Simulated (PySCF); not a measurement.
Frontier levels across methods

CH5F2PSi.
SMILES with atom numbers: `[F:1][CH:2]([F:3])[SiH2:4][PH2:5]` (hydrogens: H6 on C2; H7, H8 on Si4; H9, H10 on P5)

Geometry (PBE0-D3(BJ)/def2-SVP, Å), atoms numbered from 1 in this order:
```xyz
10
CH5F2PSi angstrom
F     -0.8221   -1.6126   -0.9820
C     -1.3309   -0.6455   -0.1691
F     -1.5791   -1.2025    1.0436
Si    -0.0361    0.7690    0.0105
P      1.8216   -0.1741    0.8826
H     -2.2986   -0.3243   -0.5987
H      0.1472    1.3877   -1.3371
H     -0.5815    1.7870    0.9553
H      2.0745   -0.9224   -0.3083
H      2.6534    0.9175    0.4799
```

Basis pcSseg-2 throughout (PySCF), one geometry. Geometry: PBE0-D3(BJ)/def2-SVP, one conformer, isolated molecule.

Problem. How do the orbital energies, the gap and the dipole change with the method?

Solution. 
```json
{"method": "BLYP", "kind": "GGA", "HOMO (eV)": "-6.58", "LUMO (eV)": "-0.86", "gap (eV)": "5.72", "μ (D)": "1.97", "SCF cycles": "14"}
{"method": "B97-D", "kind": "GGA", "HOMO (eV)": "-6.69", "LUMO (eV)": "-0.85", "gap (eV)": "5.83", "μ (D)": "1.99", "SCF cycles": "14"}
{"method": "OPBE", "kind": "GGA", "HOMO (eV)": "-6.73", "LUMO (eV)": "-0.86", "gap (eV)": "5.87", "μ (D)": "1.96", "SCF cycles": "15"}
{"method": "PBE", "kind": "GGA", "HOMO (eV)": "-6.73", "LUMO (eV)": "-0.98", "gap (eV)": "5.75", "μ (D)": "1.98", "SCF cycles": "14"}
{"method": "KT2", "kind": "GGA", "HOMO (eV)": "-6.79", "LUMO (eV)": "-1.03", "gap (eV)": "5.76", "μ (D)": "2.01", "SCF cycles": "15"}
{"method": "KT3", "kind": "GGA", "HOMO (eV)": "-6.81", "LUMO (eV)": "-1.01", "gap (eV)": "5.80", "μ (D)": "1.97", "SCF cycles": "15"}
{"method": "LDA", "kind": "LDA", "HOMO (eV)": "-6.81", "LUMO (eV)": "-1.16", "gap (eV)": "5.66", "μ (D)": "2.10", "SCF cycles": "13"}
{"method": "BP86", "kind": "GGA", "HOMO (eV)": "-6.82", "LUMO (eV)": "-1.01", "gap (eV)": "5.82", "μ (D)": "1.98", "SCF cycles": "14"}
{"method": "B97-2", "kind": "global hybrid", "HOMO (eV)": "-7.62", "LUMO (eV)": "-0.18", "gap (eV)": "7.44", "μ (D)": "2.16", "SCF cycles": "12"}
{"method": "B3LYP", "kind": "global hybrid", "HOMO (eV)": "-7.64", "LUMO (eV)": "-0.39", "gap (eV)": "7.24", "μ (D)": "2.16", "SCF cycles": "12"}
{"method": "PBE0", "kind": "global hybrid", "HOMO (eV)": "-7.85", "LUMO (eV)": "-0.18", "gap (eV)": "7.67", "μ (D)": "2.19", "SCF cycles": "12"}
{"method": "mPW1PW91", "kind": "global hybrid", "HOMO (eV)": "-7.88", "LUMO (eV)": "-0.19", "gap (eV)": "7.69", "μ (D)": "2.19", "SCF cycles": "12"}
{"method": "BHandHLYP", "kind": "global hybrid", "HOMO (eV)": "-8.84", "LUMO (eV)": "0.59", "gap (eV)": "9.43", "μ (D)": "2.36", "SCF cycles": "11"}
{"method": "CAM-B3LYP", "kind": "range-separated hybrid", "HOMO (eV)": "-9.12", "LUMO (eV)": "0.73", "gap (eV)": "9.85", "μ (D)": "2.29", "SCF cycles": "12"}
{"method": "wB97X-D", "kind": "range-separated hybrid", "HOMO (eV)": "-9.67", "LUMO (eV)": "1.51", "gap (eV)": "11.19", "μ (D)": "2.26", "SCF cycles": "12"}
{"method": "HF", "kind": "Hartree–Fock", "HOMO (eV)": "-10.39", "LUMO (eV)": "2.47", "gap (eV)": "12.85", "μ (D)": "2.56", "SCF cycles": "10"}
{"method": "LC-wPBE", "kind": "range-separated hybrid", "HOMO (eV)": "-10.47", "LUMO (eV)": "1.83", "gap (eV)": "12.30", "μ (D)": "2.37", "SCF cycles": "13"}
```

The HOMO spans 3.89 eV, from BLYP down to LC-wPBE, and the gap runs from 5.66 eV (LDA) to 12.85 eV (HF). Over the methods BLYP (0 %), B97-D (0 %), OPBE (0 %), PBE (0 %), KT2 (0 %), KT3 (0 %), LDA (0 %), BP86 (0 %), B97-2 (21 %), B3LYP (20 %), PBE0 (25 %), mPW1PW91 (25 %), BHandHLYP (50 %), HF (100 %), a straight line through the gap against the share of exact exchange rises by 0.71 eV for each 10 % (correlation coefficient 0.999). The dipole ranges from 1.96 D (OPBE) to 2.56 D (HF). This basis has no diffuse functions.
